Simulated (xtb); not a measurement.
A run for xtb: GFN1-xTB on MoC, 2S+1 = 3, a spin state set in the input, which need not be the lowest, a point of a bond scan (R = 1.657 Å).

```
$ xtb mol.xyz --gfn 1 --sp --chrg 0 --uhf 2
2

Mo     0.00000000     0.00000000     0.00000000
C      0.00000000     0.00000000     1.65722500
```

The log:

```
[...]
           -------------------------------------------------
          |                Calculation Setup                |
           -------------------------------------------------



           -------------------------------------------------
          |                 G F N 1 - x T B                 |
           -------------------------------------------------

        Reference                      10.1021/acs.jctc.7b00118
      * Hamiltonian:
        H0-scaling (s, p, d)           1.850000    2.250000    2.000000
        zeta-weighting                 0.000000
      * Dispersion:
        s8                             2.400000
        a1                             0.630000
        a2                             5.000000
        s9                             0.000000
      * Repulsion:
        kExp                           1.500000
        rExp                           1.000000
      * Coulomb:
        alpha                          2.000000
        third order                    atomic
        anisotropic                    false
      * Halogen bond correction:
        rad-scale                      1.300000
        damping                        0.440000


          ...................................................
          :                      SETUP                      :
          :.................................................:
          :  # basis functions                  14          :
          :  # atomic orbitals                  13          :
          :  # shells                            5          :
          :  # electrons                        10          :
          :  # halogen bonds                     0          :
          :  max. iterations                   250          :
          :  Hamiltonian                  GFN1-xTB          :
          :  restarted?                      false          :
          :  GBSA solvation                  false          :
          :  PC potential                    false          :
          :  electronic temp.          300.0000000     K    :
          :  accuracy                    1.0000000          :
          :  -> integral cutoff          0.2500000E+02      :
          :  -> integral neglect         0.1000000E-07      :
          :  -> SCF convergence          0.1000000E-05 Eh   :
          :  -> wf. convergence          0.2000000E-04 e    :
          :  Broyden damping             0.4000000          :
          :  net charge                          0          :
          :  unpaired electrons                  2          :
          ...................................................

 iter      E             dE          RMSdq      gap      omega  full diag
   1     -3.3323899 -0.333239E+01  0.212E+01    0.19       0.0  T
   2     -3.6983550 -0.365965E+00  0.242E+01    0.11       1.0  T
   3     -3.9508540 -0.252499E+00  0.727E+00    0.00       1.0  T
   4     -3.9497503  0.110373E-02  0.454E+00    0.00       1.0  T
   5     -3.9570684 -0.731810E-02  0.294E-01    0.00       1.0  T
   6     -3.9571155 -0.471381E-04  0.754E-02    0.00       1.0  T
   7     -3.9571167 -0.118312E-05  0.185E-02    0.00       3.8  T
   8     -3.9571168 -0.832781E-07  0.635E-03    0.00      11.1  T
   9     -3.9571168 -0.112659E-07  0.804E-05    0.00     879.0  T
  10     -3.9571168 -0.803357E-12  0.727E-07    0.00   97243.1  T

   *** convergence criteria satisfied after 10 iterations ***

         #    Occupation            Energy/Eh            Energy/eV
      -------------------------------------------------------------
         1        2.0000           -0.5198071             -14.1447
         2        2.0000           -0.3991558             -10.8616
         3        2.0000           -0.3991558             -10.8616
         4        2.0000           -0.3759983             -10.2314
         5        0.9506           -0.3520727              -9.5804
         6        0.5247           -0.3493575              -9.5065 (HOMO)
         7        0.5247           -0.3493575              -9.5065 (LUMO)
         8                         -0.2732384              -7.4352
         9                         -0.2732384              -7.4352
        10                         -0.1908737              -5.1939
        11                         -0.1018869              -2.7725
       ...                                ...                  ...
        13                          0.5269666              14.3395
      -------------------------------------------------------------
                  HL-Gap            0.0000000 Eh            0.0000 eV
             Fermi-level           -0.3566753 Eh           -9.7056 eV

 transition dipole moment (au) for excitation:           5           6
     X       Y       Z
   0.0000   0.0000   0.0000  total (au/Debye):    0.000   0.000
 dE (eV)             :    0.074
 oscillator strength :  0.41519E-35

 SCC (total)                   0 d,  0 h,  0 min,  0.005 sec
 SCC setup                      ...        0 min,  0.000 sec (  3.221%)
 Dispersion                     ...        0 min,  0.000 sec (  1.851%)
 classical contributions        ...        0 min,  0.000 sec (  0.961%)
 integral evaluation            ...        0 min,  0.001 sec ( 15.568%)
 iterations                     ...        0 min,  0.002 sec ( 41.016%)
 molecular gradient             ...        0 min,  0.001 sec ( 11.451%)
 printout                       ...        0 min,  0.001 sec ( 25.444%)

         :::::::::::::::::::::::::::::::::::::::::::::::::::::
         ::                     SUMMARY                     ::
         :::::::::::::::::::::::::::::::::::::::::::::::::::::
         :: total energy              -3.824118339940 Eh    ::
         :: gradient norm              0.418269908390 Eh/a0 ::
         :: HOMO-LUMO gap              0.000000000000 eV    ::
         ::.................................................::
         :: SCC energy                -3.957116799546 Eh    ::
         :: -> electrostatic           0.029125828816 Eh    ::
         :: repulsion energy           0.133439251369 Eh    ::
         :: dispersion energy         -0.000440791763 Eh    ::
         :: halogen bond corr.         0.000000000000 Eh    ::
         :: add. restraining           0.000000000000 Eh    ::
         :: total charge              -0.000000000383 e     ::
         :::::::::::::::::::::::::::::::::::::::::::::::::::::

           -------------------------------------------------
          |                Property Printout                |
           -------------------------------------------------

    * Orbital Energies and Occupations

         #    Occupation            Energy/Eh            Energy/eV
      -------------------------------------------------------------
         1        2.0000           -0.5198071             -14.1447
         2        2.0000           -0.3991558             -10.8616
         3        2.0000           -0.3991558             -10.8616
         4        2.0000           -0.3759983             -10.2314
         5        0.9506           -0.3520727              -9.5804
         6        0.5247           -0.3493575              -9.5065 (HOMO)
         7        0.5247           -0.3493575              -9.5065 (LUMO)
         8                         -0.2732384              -7.4352
         9                         -0.2732384              -7.4352
        10                         -0.1908737              -5.1939
        11                         -0.1018869              -2.7725
        12                         -0.1018869              -2.7725
        13                          0.5269666              14.3395
      -------------------------------------------------------------
                  HL-Gap            0.0000000 Eh            0.0000 eV
             Fermi-level           -0.3566753 Eh           -9.7056 eV
Note: The following floating-point exceptions are signalling: IEEE_UNDERFLOW_FLAG IEEE_DENORMAL
normal termination of xtb

  Mulliken/CM5 charges         n(s)   n(p)   n(d)
     1Mo    0.37512  0.55021   1.087  0.591  3.946
     2C    -0.37512 -0.55021   1.413  2.962  0.000

Wiberg/Mayer (AO) data.
largest (>0.10) Wiberg bond orders for each atom

 ---------------------------------------------------------------------------
     #   Z sym  total        # sym  WBO       # sym  WBO       # sym  WBO
 ---------------------------------------------------------------------------
     1  42 Mo   3.666 --     2 C    3.666
     2   6 C    3.666 --     1 Mo   3.666
 ---------------------------------------------------------------------------

Topologies differ in total number of bonds
Writing topology from bond orders to xtbtopo.mol

 dipole moment from electron density (au)
     X       Y       Z
   0.0000  -0.0000  -3.7152  total (Debye):    9.443


           -------------------------------------------------
          | TOTAL ENERGY               -3.824118339940 Eh   |
          | GRADIENT NORM               0.418269908390 Eh/α |
          | HOMO-LUMO GAP               0.000000000000 eV   |
           -------------------------------------------------

------------------------------------------------------------------------
------------------------------------------------------------------------
 total:
 SCF:
```

The run finished.

Cost: very roughly 0.07 core-seconds.
